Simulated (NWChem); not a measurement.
Species: bromine (Br2); SMILES BrBr

Computed with NWChem. Coordinates come from a PBE0/def2-SVP optimisation. Level BLYP/def2-SVPD: single points from the atomic guess with DIIS by default; each run changes one setting, and all converged runs end within 0.3 mHa of each other. cgmin counts macro-iterations, each dearer than a DIIS step. NWChem's automatic level shift, which a small gap switches on, acted in some of these runs.

Problem. Which setting needs the most SCF iterations, or fails (quadratically convergent solver (cgmin); defaults; DIIS on 3 Fock matrices; occupation smearing of 0.005 Ha; core-Hamiltonian guess)?

Solution. core-Hamiltonian guess, with 14 against 7 for the defaults.
```tsv
setting	SCF iterations
defaults	7
core-Hamiltonian guess	14
occupation smearing of 0.005 Ha	7
quadratically convergent solver (cgmin)	4
DIIS on 3 Fock matrices	7
```
